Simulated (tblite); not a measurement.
C₅H₆ClF₃Si.
SMILES with atom numbers: `[F:1][C:2]([F:3])([F:4])[C@@H:5]1[C:6]([Cl:7])=[CH:8][C@H:9]1[SiH3:10]` (hydrogens: H11 on C5; H12 on C8; H13 on C9; H14, H15, H16 on Si10)

Computed with GFN2-xTB (tblite), gas phase: L-BFGS steps from a force-field or distance-geometry start until the largest atomic force falls under 0.01 eV/Å.

Step 41: E = -930.9562 eV
```
atom  x, y, z in Å  |  force x, y, z in eV/Å
F1     -2.1018   -0.2448   -1.3111   -0.049   0.012  -0.016
C2     -1.6740   -1.0211   -0.3080   -0.036   0.007  -0.018
F3     -1.2058   -2.1484   -0.8780   -0.012   0.023   0.012
F4     -2.7548   -1.3746    0.3998   -0.036  -0.030  -0.030
C5     -0.6209   -0.3595    0.5474    0.029  -0.034  -0.004
C6     -0.9346    1.0325    1.0355   -0.026  -0.083   0.018
Cl7    -2.1266    1.5251    2.1439   -0.021   0.045   0.008
C8      0.0353    1.6178    0.3355   -0.058   0.025   0.022
C9      0.5250    0.3216   -0.2527    0.042   0.024   0.019
Si10    2.2965   -0.1929    0.2449    0.090  -0.037  -0.002
H11    -0.3216   -1.0831    1.3051    0.031  -0.004   0.075
H12     0.3693    2.6291    0.2257    0.026   0.032   0.001
H13     0.3648    0.2578   -1.3290    0.063   0.003  -0.035
H14     2.2507   -0.8082    1.5754   -0.001   0.063  -0.059
H15     2.7648   -1.1572   -0.7514    0.007   0.029   0.041
H16     3.1261    1.0146    0.2731   -0.050  -0.075  -0.032
```

Step 42: E = -930.9580 eV
```
atom  x, y, z in Å  |  force x, y, z in eV/Å
F1     -2.1206   -0.2393   -1.3002   -0.029   0.000   0.011
C2     -1.6728   -1.0210   -0.3093   -0.023  -0.007  -0.016
F3     -1.1953   -2.1358   -0.8962   -0.019   0.023   0.011
F4     -2.7426   -1.3972    0.4051   -0.008  -0.012  -0.047
C5     -0.6192   -0.3568    0.5446   -0.005  -0.025   0.037
C6     -0.9382    1.0342    1.0326   -0.040  -0.081   0.028
Cl7    -2.1394    1.5234    2.1351    0.006   0.038  -0.016
C8      0.0346    1.6208    0.3378   -0.042   0.045   0.050
C9      0.5293    0.3270   -0.2495   -0.006   0.001   0.015
Si10    2.2987   -0.1980    0.2458    0.075  -0.033  -0.001
H11    -0.3186   -1.0755    1.3063    0.019  -0.024   0.064
H12     0.3687    2.6318    0.2307    0.031   0.053   0.001
H13     0.3650    0.2670   -1.3242    0.083  -0.006  -0.081
H14     2.2523   -0.7970    1.5844    0.000   0.066  -0.072
H15     2.7522   -1.1776   -0.7430    0.005   0.034   0.049
H16     3.1383    1.0027    0.2563   -0.048  -0.072  -0.031
```

Step 43: E = -930.9596 eV
```
atom  x, y, z in Å  |  force x, y, z in eV/Å
F1     -2.1369   -0.2352   -1.2911   -0.014   0.024   0.007
C2     -1.6743   -1.0206   -0.3104    0.031   0.015   0.010
F3     -1.1947   -2.1258   -0.9088    0.012  -0.043  -0.030
F4     -2.7342   -1.4104    0.4093   -0.044  -0.014  -0.012
C5     -0.6172   -0.3570    0.5420   -0.028   0.004   0.062
C6     -0.9418    1.0328    1.0302   -0.032  -0.050   0.026
Cl7    -2.1528    1.5211    2.1238    0.022   0.027  -0.028
C8      0.0331    1.6222    0.3410   -0.007   0.042   0.056
C9      0.5344    0.3305   -0.2461   -0.059  -0.023   0.012
Si10    2.3039   -0.2021    0.2465    0.001  -0.009   0.000
H11    -0.3154   -1.0708    1.3081    0.002  -0.041   0.038
H12     0.3693    2.6329    0.2359    0.018   0.054   0.009
H13     0.3687    0.2740   -1.3208    0.097  -0.011  -0.092
H14     2.2581   -0.7863    1.5904    0.001   0.051  -0.055
H15     2.7458   -1.1899   -0.7361    0.017   0.005   0.026
H16     3.1464    0.9933    0.2424   -0.016  -0.033  -0.029
```

Step 44: E = -930.9603 eV
```
atom  x, y, z in Å  |  force x, y, z in eV/Å
F1     -2.1609   -0.2278   -1.2756    0.044  -0.076   0.103
C2     -1.6682   -1.0215   -0.3129   -0.028  -0.064  -0.007
F3     -1.1638   -2.1064   -0.9360   -0.069   0.077   0.018
F4     -2.7145   -1.4539    0.4110    0.097   0.050  -0.115
C5     -0.6164   -0.3506    0.5418   -0.062  -0.014   0.067
C6     -0.9466    1.0372    1.0292   -0.016   0.014   0.022
Cl7    -2.1612    1.5244    2.1201    0.026   0.016  -0.037
C8      0.0300    1.6310    0.3450    0.027   0.015   0.047
C9      0.5356    0.3406   -0.2437   -0.078  -0.037  -0.008
Si10    2.3021   -0.2105    0.2467   -0.045   0.008  -0.031
H11    -0.3122   -1.0595    1.3126   -0.012  -0.041   0.005
H12     0.3685    2.6419    0.2406   -0.007   0.026   0.025
H13     0.3687    0.2865   -1.3194    0.105  -0.010  -0.060
H14     2.2492   -0.7700    1.5994    0.009   0.041  -0.033
H15     2.7202   -1.2237   -0.7213    0.014   0.017   0.034
H16     3.1620    0.9710    0.2187   -0.006  -0.022  -0.031
```

Q: Estimate the geometry and energy of step 45. (The exact step hangs on the optimiser's Hessian estimate; all steps are aligned on step 44, rigid shifts and turns removed.)

A: E = -930.9616 eV, largest force 0.090 eV/Å
```
atom  x, y, z in Å  |  force x, y, z in eV/Å
F1     -2.1558   -0.2301   -1.2784    0.025  -0.008   0.042
C2     -1.6707   -1.0212   -0.3122    0.015  -0.021   0.020
F3     -1.1752   -2.1109   -0.9285   -0.011  -0.002  -0.026
F4     -2.7200   -1.4414    0.4089    0.003   0.010  -0.033
C5     -0.6170   -0.3535    0.5428   -0.037  -0.002   0.040
C6     -0.9462    1.0343    1.0300    0.004   0.032   0.013
Cl7    -2.1599    1.5240    2.1191    0.006   0.019  -0.016
C8      0.0298    1.6290    0.3457    0.036  -0.007   0.021
C9      0.5351    0.3378   -0.2439   -0.060  -0.029  -0.007
Si10    2.3038   -0.2086    0.2461   -0.082   0.025  -0.028
H11    -0.3131   -1.0636    1.3130   -0.014  -0.033  -0.003
H12     0.3693    2.6402    0.2402   -0.018   0.005   0.029
H13     0.3725    0.2831   -1.3213    0.086  -0.006  -0.023
H14     2.2534   -0.7720    1.5952    0.005   0.025   0.000
H15     2.7290   -1.2133   -0.7237    0.025  -0.018   0.001
H16     3.1573    0.9753    0.2233    0.016   0.011  -0.031
```

The energy changes by -0.0013 eV. The first-order estimate −F·Δx gives -0.0021 eV and the mean of the old and new forces, exact on a quadratic surface, -0.0013 eV. The step makes an angle of 77° with the force vector and moves no atom by more than 0.014 Å.

What follows is the cost of the whole relaxation. Hardware: one thread of an Intel Xeon at 2.50 GHz, shared host with 64 logical CPUs at a one-minute load of 62. Cost: 2.6 s of wall time.
